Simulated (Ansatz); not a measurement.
Reactions of `C[O][GeH]([F])[SeH]`.

Computed with Ansatz on PBE0-D4/def2-TZVP structures; ΔE is electronic, products minus reactants. CCSD(T)/CBS adds triple-zeta CCSD(T) − MP2 to the extrapolated MP2 energy (def2 sets, frozen cores). This one scheme is used for every species. Functionals use def2-TZVPP. B3LYP here is the variant with VWN-RPA as its local correlation; programs differ in this. For Ge, Se outer-core shells are correlated without core-valence functions, which leaves a few kJ/mol of doubt a bond. Scalar relativity is left out up to krypton. One conformer a species, not always the lowest.

```json
{"reaction": "`C[O][GeH]([F])[SeH]` + `C[O][GeH2][SH]` → `C[O][GeH]([F])[SH]` + `C[O][GeH2][SeH]`", "PBE-D4 (eV)": "-0.01", "CCSD/CBS(def2) (eV)": "-0.02", "B3LYP-D4 (eV)": "-0.01", "HF/CBS(def2) (eV)": "-0.02"}
{"reaction": "`C[O][GeH]([F])[SeH]` + `C[B](F)[AlH2]` → `[F][GeH]([F])[SeH]` + `CO[B](C)[AlH2]`", "PBE-D4 (eV)": "-0.25", "CCSD/CBS(def2) (eV)": "-0.18", "B3LYP-D4 (eV)": "-0.22", "HF/CBS(def2) (eV)": "-0.17"}
{"reaction": "`C[O][GeH]([F])[SeH]` + H–F → `[F][GeH]([F])[SeH]` + CH₃OH", "PBE-D4 (eV)": "-0.23", "CCSD/CBS(def2) (eV)": "-0.19", "B3LYP-D4 (eV)": "-0.24", "HF/CBS(def2) (eV)": "-0.40"}
{"reaction": "`C[O][GeH]([F])[SeH]` + CH₃OH → `C[O][GeH]([F])[O]C` + H₂Se", "PBE-D4 (eV)": "0.28", "CCSD/CBS(def2) (eV)": "0.15", "B3LYP-D4 (eV)": "0.18", "HF/CBS(def2) (eV)": "0.02"}
```

Task: Give the CCSD(T)/CBS values in the same order. (Best estimate.)

Result: Ansatz gave: -0.02, -0.19, -0.16, 0.16 eV.

Largest T1 diagnostic: 0.013, for `CO[B](C)[AlH2]`.
